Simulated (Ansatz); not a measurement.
Ansatz (a quantum-chemistry and plane-wave program) input (HF/6-31G*):

Ansatz 0.2 input:
```yaml
crystal:
  periodic: [false, false, false]
  atoms:
    - {symbol: C, position_ang: [-1.69725806, -0.33692225, 0.21782525]}
    - {symbol: Si, position_ang: [0.03443091, 0.07880399, -0.38203674]}
    - {symbol: O, position_ang: [0.70084852, 1.36241898, 0.42365862]}
    - {symbol: O, position_ang: [0.97459981, -1.22892851, -0.05186152]}
    - {symbol: H, position_ang: [-2.38754295, 0.48189274, 0.03850080]}
    - {symbol: H, position_ang: [-1.68016237, -0.54215505, 1.28528185]}
    - {symbol: H, position_ang: [-2.07838169, -1.21787348, -0.28908127]}
    - {symbol: H, position_ang: [0.53086342, 2.23031085, 0.08726166]}
    - {symbol: H, position_ang: [1.91315269, -1.10182108, -0.05477699]}
basis:
  gaussian:
    orbitals: 6-31G*
hamiltonian:
  xc: {name: HF}
magnetization: {spin_polarized: true, initial_magnetization: 1}
phonons: {temperatures: {t_min: 298.15, t_max: 298.15, t_step: 100}}
```

Output:

```
Functional definition: HF
integrals: 0.02 GiB planned
780 factors; integrals over basis functions are off by at most 4.0e-4 eV
mean field: 0.28 GiB planned
mean field evaluation 1: about -13042.6229 eV, gradient 3.2e1 eV
mean field evaluation 2: about -13042.6728 eV, gradient 3.2e1 eV
mean field evaluation 4: about -13046.9477 eV, gradient 2.7e0 eV
mean field evaluation 8: about -13047.0313 eV, gradient 1.6e-1 eV
mean field -13047.03188148 eV, -479.4695780484 hartree, gradient 2.4e-5 eV, S^2 0.753531; 0 other end points of the search recorded, 0 dependent functions left out
the calculation of the forces begins
reference -13047.03188148 eV, -479.4695780484 hartree; 21, 20 occupied and 53, 54 virtual orbitals, 780 factors
these checks for a lower state are left out or cut short: stability, starts, cluster_reference, orbital_swaps, neighbouring_geometries, increment
integrals: 0.02 GiB planned
780 factors; integrals over basis functions are off by at most 4.0e-4 eV
mean field: 0.28 GiB planned
mean field evaluation 16: about -13047.0317 eV, gradient 1.3e-4 eV
mean field -13047.03173978 eV, -479.4695728413 hartree, gradient 1.4e-6 eV, S^2 0.753512; 0 other end points of the search recorded, 0 dependent functions left out
the calculation of the forces begins
reference -13047.03173978 eV, -479.4695728413 hartree; 21, 20 occupied and 53, 54 virtual orbitals, 780 factors
these checks for a lower state are left out or cut short: stability, starts, cluster_reference, orbital_swaps, neighbouring_geometries, increment
integrals: 0.02 GiB planned
780 factors; integrals over basis functions are off by at most 4.0e-4 eV
mean field: 0.28 GiB planned
mean field -13047.03174058 eV, -479.4695728707 hartree, gradient 1.6e-6 eV, S^2 0.753550; 0 other end points of the search recorded, 0 dependent functions left out
the calculation of the forces begins
reference -13047.03174058 eV, -479.4695728707 hartree; 21, 20 occupied and 53, 54 virtual orbitals, 780 factors
these checks for a lower state are left out or cut short: stability, starts, cluster_reference, orbital_swaps, neighbouring_geometries, increment
integrals: 0.02 GiB planned
780 factors; integrals over basis functions are off by at most 4.0e-4 eV
mean field: 0.28 GiB planned
mean field -13047.03170867 eV, -479.4695716981 hartree, gradient 2.5e-6 eV, S^2 0.753526; 0 other end points of the search recorded, 0 dependent functions left out
the calculation of the forces begins
reference -13047.03170867 eV, -479.4695716981 hartree; 21, 20 occupied and 53, 54 virtual orbitals, 780 factors
these checks for a lower state are left out or cut short: stability, starts, cluster_reference, orbital_swaps, neighbouring_geometries, increment
integrals: 0.02 GiB planned
780 factors; integrals over basis functions are off by at most 4.0e-4 eV
mean field: 0.28 GiB planned
mean field evaluation 32: about -13047.0316 eV, gradient 8.9e-2 eV
mean field -13047.03170576 eV, -479.4695715911 hartree, gradient 1.2e-6 eV, S^2 0.753536; 0 other end points of the search recorded, 0 dependent functions left out
the calculation of the forces begins
reference -13047.03170576 eV, -479.4695715911 hartree; 21, 20 occupied and 53, 54 virtual orbitals, 780 factors
these checks for a lower state are left out or cut short: stability, starts, cluster_reference, orbital_swaps, neighbouring_geometries, increment
integrals: 0.02 GiB planned
780 factors; integrals over basis functions are off by at most 4.0e-4 eV
mean field: 0.28 GiB planned
mean field -13047.03171119 eV, -479.4695717905 hartree, gradient 1.9e-6 eV, S^2 0.753538; 0 other end points of the search recorded, 0 dependent functions left out
the calculation of the forces begins
reference -13047.03171119 eV, -479.4695717905 hartree; 21, 20 occupied and 53, 54 virtual orbitals, 780 factors
these checks for a lower state are left out or cut short: stability, starts, cluster_reference, orbital_swaps, neighbouring_geometries, increment
integrals: 0.02 GiB planned
780 factors; integrals over basis functions are off by at most 4.0e-4 eV
mean field: 0.28 GiB planned
mean field -13047.03171517 eV, -479.4695719367 hartree, gradient 1.8e-6 eV, S^2 0.753523; 0 other end points of the search recorded, 0 dependent functions left out
the calculation of the forces begins
reference -13047.03171517 eV, -479.4695719367 hartree; 21, 20 occupied and 53, 54 virtual orbitals, 780 factors
these checks for a lower state are left out or cut short: stability, starts, cluster_reference, orbital_swaps, neighbouring_geometries, increment
integrals: 0.02 GiB planned
780 factors; integrals over basis functions are off by at most 4.0e-4 eV
mean field: 0.28 GiB planned
mean field -13047.03175846 eV, -479.4695735278 hartree, gradient 1.9e-6 eV, S^2 0.753541; 0 other end points of the search recorded, 0 dependent functions left out
[...]
the calculation of the forces begins
reference -13047.03184379 eV, -479.4695766634 hartree; 21, 20 occupied and 53, 54 virtual orbitals, 780 factors
these checks for a lower state are left out or cut short: stability, starts, cluster_reference, orbital_swaps, neighbouring_geometries, increment
integrals: 0.02 GiB planned
780 factors; integrals over basis functions are off by at most 4.0e-4 eV
mean field: 0.28 GiB planned
mean field -13047.03187341 eV, -479.4695777520 hartree, gradient 2.7e-6 eV, S^2 0.753529; 0 other end points of the search recorded, 0 dependent functions left out
the calculation of the forces begins
reference -13047.03187341 eV, -479.4695777520 hartree; 21, 20 occupied and 53, 54 virtual orbitals, 780 factors
these checks for a lower state are left out or cut short: stability, starts, cluster_reference, orbital_swaps, neighbouring_geometries, increment
integrals: 0.02 GiB planned
780 factors; integrals over basis functions are off by at most 4.0e-4 eV
mean field: 0.28 GiB planned
mean field -13047.03187354 eV, -479.4695777567 hartree, gradient 2.7e-6 eV, S^2 0.753532; 0 other end points of the search recorded, 0 dependent functions left out
the calculation of the forces begins
reference -13047.03187354 eV, -479.4695777567 hartree; 21, 20 occupied and 53, 54 virtual orbitals, 780 factors
these checks for a lower state are left out or cut short: stability, starts, cluster_reference, orbital_swaps, neighbouring_geometries, increment
integrals: 0.02 GiB planned
780 factors; integrals over basis functions are off by at most 4.0e-4 eV
mean field: 0.28 GiB planned
mean field -13047.03171859 eV, -479.4695720625 hartree, gradient 2.2e-6 eV, S^2 0.753533; 0 other end points of the search recorded, 0 dependent functions left out
the calculation of the forces begins
reference -13047.03171859 eV, -479.4695720625 hartree; 21, 20 occupied and 53, 54 virtual orbitals, 780 factors
these checks for a lower state are left out or cut short: stability, starts, cluster_reference, orbital_swaps, neighbouring_geometries, increment
integrals: 0.02 GiB planned
780 factors; integrals over basis functions are off by at most 4.0e-4 eV
mean field: 0.28 GiB planned
mean field evaluation 288: about -13047.0317 eV, gradient 2.4e-6 eV
mean field -13047.03172111 eV, -479.4695721549 hartree, gradient 2.4e-6 eV, S^2 0.753529; 0 other end points of the search recorded, 0 dependent functions left out
the calculation of the forces begins
reference -13047.03172111 eV, -479.4695721549 hartree; 21, 20 occupied and 53, 54 virtual orbitals, 780 factors
these checks for a lower state are left out or cut short: stability, starts, cluster_reference, orbital_swaps, neighbouring_geometries, increment
integrals: 0.02 GiB planned
780 factors; integrals over basis functions are off by at most 4.0e-4 eV
mean field: 0.28 GiB planned
mean field -13047.03185516 eV, -479.4695770811 hartree, gradient 1.4e-6 eV, S^2 0.753530; 0 other end points of the search recorded, 0 dependent functions left out
the calculation of the forces begins
reference -13047.03185516 eV, -479.4695770811 hartree; 21, 20 occupied and 53, 54 virtual orbitals, 780 factors
these checks for a lower state are left out or cut short: stability, starts, cluster_reference, orbital_swaps, neighbouring_geometries, increment
integrals: 0.02 GiB planned
780 factors; integrals over basis functions are off by at most 4.0e-4 eV
mean field: 0.28 GiB planned
mean field -13047.03185476 eV, -479.4695770664 hartree, gradient 1.3e-6 eV, S^2 0.753531; 0 other end points of the search recorded, 0 dependent functions left out
the calculation of the forces begins
reference -13047.03185476 eV, -479.4695770664 hartree; 21, 20 occupied and 53, 54 virtual orbitals, 780 factors
these checks for a lower state are left out or cut short: stability, starts, cluster_reference, orbital_swaps, neighbouring_geometries, increment
integrals: 0.02 GiB planned
780 factors; integrals over basis functions are off by at most 4.0e-4 eV
mean field: 0.28 GiB planned
mean field -13047.03169367 eV, -479.4695711466 hartree, gradient 1.9e-6 eV, S^2 0.753533; 0 other end points of the search recorded, 0 dependent functions left out
the calculation of the forces begins
reference -13047.03169367 eV, -479.4695711466 hartree; 21, 20 occupied and 53, 54 virtual orbitals, 780 factors
these checks for a lower state are left out or cut short: stability, starts, cluster_reference, orbital_swaps, neighbouring_geometries, increment
integrals: 0.02 GiB planned
780 factors; integrals over basis functions are off by at most 4.0e-4 eV
mean field: 0.28 GiB planned
mean field -13047.03170075 eV, -479.4695714069 hartree, gradient 2.1e-6 eV, S^2 0.753529; 0 other end points of the search recorded, 0 dependent functions left out
the calculation of the forces begins
reference -13047.03170075 eV, -479.4695714069 hartree; 21, 20 occupied and 53, 54 virtual orbitals, 780 factors
these checks for a lower state are left out or cut short: stability, starts, cluster_reference, orbital_swaps, neighbouring_geometries, increment
integrals: 0.02 GiB planned
780 factors; integrals over basis functions are off by at most 4.0e-4 eV
mean field: 0.28 GiB planned
mean field -13047.03187394 eV, -479.4695777715 hartree, gradient 2.2e-6 eV, S^2 0.753531; 0 other end points of the search recorded, 0 dependent functions left out
the calculation of the forces begins
reference -13047.03187394 eV, -479.4695777715 hartree; 21, 20 occupied and 53, 54 virtual orbitals, 780 factors
these checks for a lower state are left out or cut short: stability, starts, cluster_reference, orbital_swaps, neighbouring_geometries, increment
integrals: 0.02 GiB planned
780 factors; integrals over basis functions are off by at most 4.0e-4 eV
mean field: 0.28 GiB planned
mean field evaluation 320: about -13047.0318 eV, gradient 5.9e-2 eV
mean field -13047.03186828 eV, -479.4695775634 hartree, gradient 1.8e-6 eV, S^2 0.753531; 0 other end points of the search recorded, 0 dependent functions left out
the calculation of the forces begins
reference -13047.03186828 eV, -479.4695775634 hartree; 21, 20 occupied and 53, 54 virtual orbitals, 780 factors
these checks for a lower state are left out or cut short: stability, starts, cluster_reference, orbital_swaps, neighbouring_geometries, increment
integrals: 0.02 GiB planned
780 factors; integrals over basis functions are off by at most 4.0e-4 eV
mean field: 0.28 GiB planned
mean field -13047.03187986 eV, -479.4695779890 hartree, gradient 2.4e-6 eV, S^2 0.753532; 0 other end points of the search recorded, 0 dependent functions left out
the calculation of the forces begins
reference -13047.03187986 eV, -479.4695779890 hartree; 21, 20 occupied and 53, 54 virtual orbitals, 780 factors
these checks for a lower state are left out or cut short: stability, starts, cluster_reference, orbital_swaps, neighbouring_geometries, increment
integrals: 0.02 GiB planned
780 factors; integrals over basis functions are off by at most 4.0e-4 eV
mean field: 0.28 GiB planned
mean field -13047.03188070 eV, -479.4695780200 hartree, gradient 2.8e-6 eV, S^2 0.753529; 0 other end points of the search recorded, 0 dependent functions left out
the calculation of the forces begins
reference -13047.03188070 eV, -479.4695780200 hartree; 21, 20 occupied and 53, 54 virtual orbitals, 780 factors
Total energy: -13047.03188148 eV, -479.4695780484 hartree
Atom 0 at    -1.697258    -0.336922     0.217825 Å, force    -0.000093     0.000558    -0.000547 eV/Å
Atom 1 at     0.034431     0.078804    -0.382037 Å, force    -0.001680     0.000832    -0.001883 eV/Å
Atom 2 at     0.700849     1.362419     0.423659 Å, force     0.001253     0.000942     0.000930 eV/Å
Atom 3 at     0.974600    -1.228929    -0.051862 Å, force     0.002036    -0.002118     0.001039 eV/Å
Atom 4 at    -2.387543     0.481893     0.038501 Å, force     0.000174    -0.000600     0.000230 eV/Å
Atom 5 at    -1.680162    -0.542155     1.285282 Å, force    -0.000080    -0.000064     0.000100 eV/Å
Atom 6 at    -2.078382    -1.217873    -0.289081 Å, force     0.000278     0.000104     0.000261 eV/Å
Atom 7 at     0.530863     2.230311     0.087262 Å, force    -0.000057    -0.000809     0.000040 eV/Å
Atom 8 at     1.913153    -1.101821    -0.054777 Å, force    -0.001831     0.001156    -0.000170 eV/Å
Dipole moment:    -0.003127     0.344953    -0.221969 e Å
Vibrations: 138.86 178.62 217.06 230.00 305.46 384.38 696.96 828.30 845.49 871.91 914.44 956.30 989.60 1442.44 1597.76 1601.21 3192.98 3265.64 3274.83 4134.28 4145.05 cm⁻¹, zero-point energy 1.872878 eV
```

The blocks after the first are displaced geometries, from whose forces the wavenumbers follow.
